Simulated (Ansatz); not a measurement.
Start from `OBOCO` and change one atom or group to get `OCOC[SiH3]`.

Ansatz, PBE0-D4/def2-TZVP geometries, multiplicity 1. Each molecule was computed in one conformer, which needn't be the lowest.

```json
{"property": "LUMO energy (B3LYP/def2-TZVPP) / eV", "`OBOCO`": "0.48"}
{"property": "HOMO–LUMO gap (PBE0/def2-TZVPP) / eV", "`OBOCO`": "9.44"}
{"property": "LUMO energy (ωB97M-V/def2-TZVPP) / eV", "`OBOCO`": "2.33"}
{"property": "HOMO energy (PBE0/def2-TZVPP) / eV", "`OBOCO`": "-8.68"}
{"property": "HOMO energy (PBE/def2-TZVPP) / eV", "`OBOCO`": "-6.97"}
{"property": "LUMO energy (PBE/def2-TZVPP) / eV", "`OBOCO`": "-0.21"}
```

(1) Give the same properties after the change, and the shifts. (Best estimate.)

Results:

(1) Computed: 
| property | `OCOC[SiH3]` | shift |
| --- | --- | --- |
| LUMO energy (B3LYP/def2-TZVPP) / eV | 0.46 | -0.02 |
| HOMO–LUMO gap (PBE0/def2-TZVPP) / eV | 8.20 | -1.24 |
| LUMO energy (ωB97M-V/def2-TZVPP) / eV | 2.23 | -0.10 |
| HOMO energy (PBE0/def2-TZVPP) / eV | -7.48 | 1.20 |
| HOMO energy (PBE/def2-TZVPP) / eV | -6.01 | 0.96 |
| LUMO energy (PBE/def2-TZVPP) / eV | -0.09 | 0.12 |

B3LYP here is the variant with VWN-RPA as its local correlation; programs differ in this.
